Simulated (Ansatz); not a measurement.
`[AlH2][SiH]1C[SiH2]1` + H₂S → `S[SiH]1C[SiH2]1` + `[AlH3]` at 500 K and 1 bar (cleavage of the Si–Al bond).

Computed with Ansatz on PBE0-D4/def2-TZVP structures; ΔE is electronic, products minus reactants. CBS: MP2 limit from def2 TZ/QZ plus the TZ coupled-cluster correction, frozen cores. This one scheme is used for every species. One conformer a species, not always the lowest.

```
               species  CCSD(T)/CBS energy (Eh)  H − E (kJ/mol)  S (J/(mol·K))
`[AlH2][SiH]1C[SiH2]1`               -862.39024           224.0          417.0
                   H₂S               -398.97279            57.0          224.0
     `S[SiH]1C[SiH2]1`              -1017.58297           207.5          407.7
              `[AlH3]`               -243.78045            68.7          232.2
```

H − E and S are ideal-gas, rigid-rotor, harmonic terms from PBE0-D4/def2-TZVP, for one conformer and one mirror image of each species. 1 Eh = 2625.50 kJ/mol, R = 8.31446 J/(mol·K).

**Question.** By hand: ΔE, ΔH, ΔS and ΔG.

**Answer.** ΔE = (-1017.58297) + (-243.78045) − (-862.39024) − (-398.97279) = -0.00039 Eh = -1.0 kJ/mol. Δ(H − E) = 207.5 + 68.7 − 224.0 − 57.0 = -4.8, so ΔH = -5.8 kJ/mol. ΔS = 407.7 + 232.2 − 417.0 − 224.0 = -1.1 J/(mol·K). ΔG = -5.8 − 500 × (-1.1)/1000 = -5.2 kJ/mol.

**Question.** By hand: the equilibrium constant, and the temperature at which ΔG would vanish if ΔH and ΔS stayed fixed.

**Answer.** log₁₀ K = −ΔG/(RT ln 10) = 0.5. ΔG = 0 at ΔH/ΔS = 5273 K, far beyond where these terms or the molecules hold.

The number of gas molecules stays the same, so ΔS is small and ΔH decides. The sign of ΔG lies within the doubt. A doubt of 5 kJ/mol in ΔE shifts log₁₀ K by 0.5 here. Other conformers and mirror images would add mixing entropy, several J/(mol·K) or more a flexible species. These are equilibria of isolated gas molecules and say nothing of rates. Largest T1 diagnostic: 0.015 (customary marks: 0.02 for closed shells, 0.045 for open ones).
